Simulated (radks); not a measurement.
Values are calculated unless marked as measured or tabulated.
All-electron atom: Rb I in [Kr] 5s1.

Code: a radial shooting solver on a logarithmic mesh with Libxc functionals. Model: scalar-relativistic Kohn-Sham, PBE, spin-unpolarised, spherical densities, finite nucleus; Fermi nuclear charge, rms radius 4.2036 fm.

Energy parts (eV):
total: -81121.742
kinetic: 83080.233
electron-nucleus: -195500.576
Hartree: 34037.740
exchange-correlation: -2739.139

Orbitals (lengths in bohr, moments of r in powers of bohr; <r^-3> diverges for s and p1/2; r(max) is where P^2 peaks; r(90%) holds 90 % of the orbital's charge):
\begin{tabular}{lrrrrr}
orbital & occ. & eigenvalue (eV) & <r^-3> & r(max) & r(90%) \\ \hline
1s & 2 & -15033.50 & - & 0.02629 & 0.0721 \\
2s & 2 & -2008.205 & - & 0.1496 & 0.275 \\
2p & 6 & -1780.247 & 1644 & 0.1196 & 0.253 \\
3s & 2 & -297.9958 & - & 0.4509 & 0.758 \\
3p & 6 & -224.8762 & 249.1 & 0.4465 & 0.789 \\
3d & 10 & -103.9639 & 30.90 & 0.3932 & 0.856 \\
4s & 2 & -31.8930 & - & 1.261 & 2.15 \\
4p & 6 & -15.9643 & 24.04 & 1.429 & 2.62 \\
5s & 1 & -2.2315 & - & 4.373 & 7.91 \\
\end{tabular}

The highest occupied level is 5s at -2.231 eV. The density falls to 0.001 e/bohr^3 at r = 4.51 bohr. Summed over all electrons, <r^2> = 63.43 bohr^2, which gives a Langevin (diamagnetic) susceptibility term of -50.2 x 10^-6 cm^3/mol. For comparison, the ionisation energy in NIST's Atomic Spectra Database is 4.177 eV (measured). In exact Kohn-Sham theory the highest level is minus the ionisation energy, but local and semilocal functionals leave it too shallow, through self-interaction and a potential that decays too fast; potentials with the right tail come closer.

Beside tabulated values, note that spin-unpolarised runs miss the spin-polarisation part of the exchange energy of open shells.
